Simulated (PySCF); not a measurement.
A structure optimised at B3LYP-D3(BJ)/def2-SVP, used in a PySCF frequency run:

```xyz
4

Te     0.2027    -1.0455     0.6726
I      0.0034     1.3857    -0.6006
O     -1.0930    -2.1384    -0.3899
H     -1.9771    -1.9680    -0.0279
```
Charge 0, spin multiplicity 1.

Problem. Write its SMILES and formula.

Solution. O[Te]I, HIOTe

Problem. What are its rotational constants (standard atomic weights)?

Solution. 8.8473, 0.93978, 0.85179 GHz
